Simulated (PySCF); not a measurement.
# Bond length, frequency and bond energy of PbF by level of theory

State: ²Π (doublet), unpaired electrons π ↑. Set-up: Pb cc-pVDZ-PP with ECP60, F cc-pVDZ; scalar-relativistic core potentials (PySCF 2.14). De refers to Pb + F in their high-spin ground configurations, without counterpoise correction. The functionals are run spin-unrestricted. A positive dipole means Pb(−)F(+).

```csv
Level,Re (Å),ωe (cm⁻¹),De (eV),μ (D)
UHF,2.059,560,2.24,-4.13
UHF-MP2,2.065,559,4.00,n/a
UHF-SCS-MP2,2.068,555,3.87,n/a
UHF-CCSD,2.069,553,3.66,n/a
UHF-CCSD(T),2.072,548,3.76,n/a
PBE,2.089,525,4.73,-3.09
BP86,2.089,526,4.69,-3.08
r²SCAN,2.072,545,4.40,-3.28
r²SCANh,2.066,551,4.23,-3.39
B3LYP,2.077,540,4.37,-3.39
PBE0,2.067,550,4.22,-3.44
HSE06,2.068,550,4.24,-3.42
```

Q: Which functional lies closest to UHF-CCSD(T) in De, which farthest, and by how much do they differ from it?

A: Closest is PBE0 (-0.5 pm in Re, +0.4 % in ωe, +0.46 eV in De against UHF-CCSD(T) in the same basis), farthest PBE (+1.7 pm in Re, -4.2 % in ωe, +0.97 eV in De). CCSD(T) converges more slowly with the basis than the functionals do and binds too weakly in this one, so the order can change at the basis-set limit.

Q: What does a quarter of exact exchange do here, going from PBE to PBE0?

A: PBE0 less PBE: -2.2 pm in Re, +4.8 % in ωe, -0.51 eV in De. Exact exchange removes part of the self-interaction that spreads semilocal densities, and in most molecules shortens and stiffens the bond and lowers De; so it does here.

Q: What does the step from GGA to meta-GGA do here, going from PBE to r²SCAN?

A: r²SCAN less PBE: -1.7 pm in Re, +3.8 % in ωe, -0.33 eV in De. 

Correlated steps freeze 5 core orbitals. Correlated levels converge slowly with the basis: in double zeta they bind strong bonds too weakly, by up to about 1 eV, and carry superposition errors of some tenths. Spin–orbit coupling is left out, which matters for elements this heavy, above all for dissociation energies. The state is the lowest determinant that a PBE0 search found; another state may lie lower at other levels.
